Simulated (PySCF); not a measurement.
CH7BO2SSi, SMILES CS[SiH2]B(O)O, singlet at its GFN2-xTB optimised geometry (Å):

```
13

C      2.5894    -1.3581     0.0000
S      0.7753    -1.3581     0.0000
Si     0.3928     0.7745     0.0000
B     -1.5558     1.0164    -0.0128
O     -1.9915     2.2932    -0.0309
O     -2.4939     0.0375    -0.0053
H      2.9469    -0.8526     0.8909
H      2.9466    -0.8526    -0.8910
H      2.9106    -2.3940    -0.0001
H      1.1438     1.2717     1.1637
H      1.1595     1.2739    -1.1522
H     -2.9469     2.3940    -0.0369
H     -2.1914    -0.8703     0.0066
```

Computed with PBE0/def2-TZVP run with PySCF. Cells within 0.4 Å of a nucleus heavier than hydrogen are left out (blank, or x).

Map of the Laplacian of the electron density (e/bohr⁵), clipped to [-1.50, 1.50] on the plane z = 0.0 Å:

```
|5555555555555555555555555555555|
|5555555555555555555555555555555|
|5555555555555555555555555555555|
|5555555555555555555555555555555|
|5555555555555555555555555555555|
|5555555555555555555555555555555|
|5555555566655555555555555555555|
|555555455x365555555555555555555|
|55555500xxx75555555555555555555|
|555555553x165555555555555555555|
|5555555664455555555555555555555|
|5555555555xx4447995555555555555|
|5555555559xx3449xx9555555555555|
|5555556764x94459xx9555555555555|
|5555556xx3555459996555555555555|
|5555564xx5655555544555555555555|
|5555556005655555444555555555555|
|5555556603555555434555555555555|
|55555555135555559x95446x4555555|
|55555555555555549xx933xx9555555|
|55555555555555549xx5448x3555555|
|5555555555555555444555423555555|
|5555555555555555555555510555555|
|5555555555555555555555554555555|
|5555555555555555555555555555555|
|5555555555555555555555555555555|
|5555555555555555555555555555555|
|5555555555555555555555555555555|
|5555555555555555555555555555555|
|5555555555555555555555555555555|
|5555555555555555555555555555555|
```
Scale: ten equal steps from -1.50 (start of '0') to 1.50 (end of '9'), in the order '0123456789'; x runs from -5.00 to 5.00, y from -5.00 (bottom) to 5.00 (top).
